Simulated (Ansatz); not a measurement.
Cost and result for the atomization energy of C2H3BF2 (`C=CB(F)F`) (8 atoms, 7 bonds).

The species carries charge 0 and has multiplicity 1. Geometry: relaxed with PBE0-D4/def2-TZVP. It is one conformer, not always the lowest. Program: Ansatz. All runs use 2 threads of a server CPU on a shared host. Times are those of one run each, without the atoms' runs, and a repeat can differ threefold. Electronic energies, without spin–orbit coupling; frozen cores. CCSD(T)/CBS adds CCSD(T) − MP2 in def2-TZVPP to the MP2 limit, and its time is that of the two runs behind it. T1 = 0.013. HSE06 is the plane-wave form, built on full-range PBE exchange.

CCSD(T)/CBS is a level of theory with its own doubt, some kJ/mol a heavy atom from the limit and from the frozen cores, so smaller differences don't rank the functionals.

```csv
level,functions,wall time
revPBE-D4/def2-TZVPP,197,2.2 s
PBE-D4/def2-TZVPP (with forces),197,2.7 s
PBE0-D4/def2-TZVPP,197,3 s
HSE06-D4/def2-TZVPP,197,3.3 s
CAM-B3LYP-D4/def2-TZVPP,197,3.5 s
CCSD(T)/def2-SVP,85,4.4 s
r2SCANh-D4/def2-TZVPP,197,4.8 s
B2PLYP/def2-TZVPP,197,6 s
ωB97X-V/def2-TZVPP,197,8 s
ωB97M-V/def2-TZVPP (with forces),197,10 s
MP2/def2-QZVPP,375,18 s
CCSD(T)/def2-TZVPP,197,84 s
CCSD(T)/CBS(def2),–,100 s
```

Task: What atomization energy does each give, and how far from CCSD(T)/CBS? (Estimate.)

Result: Computed: 
```
                           level  atomization (kJ/mol)  difference from CCSD(T)/CBS  per bond
            revPBE-D4/def2-TZVPP                3613.2                          3.8       0.5
 PBE-D4/def2-TZVPP (with forces)                3719.0                        109.6      15.7
              PBE0-D4/def2-TZVPP                3637.6                         28.2       4.0
             HSE06-D4/def2-TZVPP                3640.8                         31.4       4.5
         CAM-B3LYP-D4/def2-TZVPP                3643.4                         34.0       4.9
                CCSD(T)/def2-SVP                3484.5                       -124.9     -17.8
           r2SCANh-D4/def2-TZVPP                3613.3                          3.9       0.6
               B2PLYP/def2-TZVPP                3599.4                        -10.0      -1.4
              ωB97X-V/def2-TZVPP                3610.9                          1.5       0.2
ωB97M-V/def2-TZVPP (with forces)                3629.3                         19.9       2.8
                  MP2/def2-QZVPP                3688.4                         79.0      11.3
              CCSD(T)/def2-TZVPP                3530.5                        -78.9     -11.3
               CCSD(T)/CBS(def2)                3609.4                          0.0       0.0
```

From r2SCAN to r2SCAN0 (25 % exact exchange), in def2-TZVPP and without D4, the atomization energy moves by −68.4 kJ/mol: exact exchange takes away binding that semilocal exchange gives to molecules. In def2-TZVPP, CCSD(T) changes the Hartree–Fock value by +764.3 kJ/mol (the triples alone add +55.1 kJ/mol) and MP2 by +875.5 kJ/mol; breaking electron pairs costs correlation energy, which Hartree–Fock lacks. At CCSD(T), def2-SVP lies −124.9 kJ/mol from the extrapolated value and def2-TZVPP −78.9 kJ/mol: correlation converges slowly with the basis, and small sets miss more of it in the bonded molecule than in its fragments.
